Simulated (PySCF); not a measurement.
**Si³⁺ (silicon, charge +3) across methods**

[Ne] 3s1, 2S determinant. Computed with PySCF 2.14 in x2c-QZVPPall (9s6p4d2f1g, 70 functions), with scalar relativity by spin-free X2C-1e.

```json
{"method": "MN15", "E (hartree)": "-287.8955", "mean ε 2p α (eV)": "-137.66", "mean ε 2p β (eV)": "-137.57", "mean ε 3s α (eV)": "-41.781", "Σ⟨r²⟩ (bohr²)": "6.892", "⟨S²⟩": "0.750"}
{"method": "M06-L", "E (hartree)": "-287.8517", "mean ε 2p α (eV)": "-134.10", "mean ε 2p β (eV)": "-133.86", "mean ε 3s α (eV)": "-40.224", "Σ⟨r²⟩ (bohr²)": "6.747", "⟨S²⟩": "0.750"}
{"method": "UHF", "E (hartree)": "-287.42448", "mean ε 2p α (eV)": "-152.22", "mean ε 2p β (eV)": "-151.82", "mean ε 3s α (eV)": "-44.761", "Σ⟨r²⟩ (bohr²)": "6.867", "⟨S²⟩": "0.750"}
{"method": "BP86", "E (hartree)": "-287.8795", "mean ε 2p α (eV)": "-132.19", "mean ε 2p β (eV)": "-131.90", "mean ε 3s α (eV)": "-40.519", "Σ⟨r²⟩ (bohr²)": "6.787", "⟨S²⟩": "0.750"}
{"method": "r2SCAN", "E (hartree)": "-287.8371", "mean ε 2p α (eV)": "-134.05", "mean ε 2p β (eV)": "-133.77", "mean ε 3s α (eV)": "-40.632", "Σ⟨r²⟩ (bohr²)": "6.818", "⟨S²⟩": "0.750"}
{"method": "PBE", "E (hartree)": "-287.7127", "mean ε 2p α (eV)": "-132.06", "mean ε 2p β (eV)": "-131.74", "mean ε 3s α (eV)": "-40.398", "Σ⟨r²⟩ (bohr²)": "6.810", "⟨S²⟩": "0.750"}
{"method": "PBE0", "E (hartree)": "-287.7393", "mean ε 2p α (eV)": "-137.42", "mean ε 2p β (eV)": "-137.09", "mean ε 3s α (eV)": "-41.609", "Σ⟨r²⟩ (bohr²)": "6.812", "⟨S²⟩": "0.750"}
{"method": "HSE06", "E (hartree)": "-287.7562", "mean ε 2p α (eV)": "-136.96", "mean ε 2p β (eV)": "-136.62", "mean ε 3s α (eV)": "-41.239", "Σ⟨r²⟩ (bohr²)": "6.806", "⟨S²⟩": "0.750"}
{"method": "LDA", "E (hartree)": "-286.6842", "mean ε 2p α (eV)": "-132.12", "mean ε 2p β (eV)": "-131.82", "mean ε 3s α (eV)": "-40.508", "Σ⟨r²⟩ (bohr²)": "6.798", "⟨S²⟩": "0.750"}
```
